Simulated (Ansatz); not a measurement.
(MgSe)5 ring (Mg5Se5), relaxed as a singlet with RKS PBE-D4/def2-SVP in Ansatz, starting from the GFN1-xTB geometry. Force threshold 0.03 eV/Å.

Start:

```xyz
10

Mg    1.632   -1.574    1.897
Se    2.407    0.265    3.120
Mg    1.342    1.907    1.835
Se    0.492    3.848    0.848
Mg   -0.777    2.754   -0.783
Se   -2.175    2.097   -2.542
Mg   -1.861   -0.207   -2.289
Se   -1.850   -2.543   -2.412
Mg   -0.336   -2.880   -0.661
Se    1.126   -3.668    0.987
```

| step | energy (eV) | largest force component (eV/Å) | SCF passes |
| --- | --- | --- | --- |
| 1 | -353869.0441 | 0.860 | 17 |
| 2 | -353869.4462 | 0.135 | 19 |
| 3 | -353869.4567 | 0.014 | 19 |

Force components are those of the run's own axes.

End:

```xyz
10

Mg    1.760   -1.690    2.044
Se    2.467    0.272    3.273
Mg    1.438    2.039    1.978
Se    0.530    3.986    0.862
Mg   -0.833    2.953   -0.852
Se   -2.260    2.182   -2.648
Mg   -2.010   -0.219   -2.459
Se   -1.945   -2.638   -2.481
Mg   -0.355   -3.084   -0.711
Se    1.207   -3.800    0.994
```

By distances, no bond broke or formed. The bond that changes most is Mg3–Se4, from 2.34 to 2.42 Å (atoms count from 1).

No frequencies were taken in this run, so the end may be a saddle point.

It took 19 s on 4 threads of Arm Neoverse V1 on a shared host, peak host memory 0.6 GiB.
